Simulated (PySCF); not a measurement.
A calculated (UHF, PySCF 2.14, Sapporo-DKH3-DZP-2012, scalar relativity by spin-free X2C-1e) atom or ion has these occupied shells.

```tsv
shell	electrons	orbital energy (eV)	rms radius, mean of both spins (bohr)
1s β	1	-5522.4	0.0768
1s α	1	-5522.3	0.0768
2s α	1	-659.46	0.333
2s β	1	-657.69	0.333
2p α	3	-548.28	0.303
2p β	3	-546.52	0.303
3s α	1	-92.909	1.03
3s β	1	-86.131	1.03
3p α	3	-61.662	1.13
3p β	3	-53.206	1.13
3d α	4	-15.825	1.68
```

Q: Name the element and its charge.

A: V⁺ (vanadium, charge +1), in [Ar] 3d4, high-spin 5D determinant.
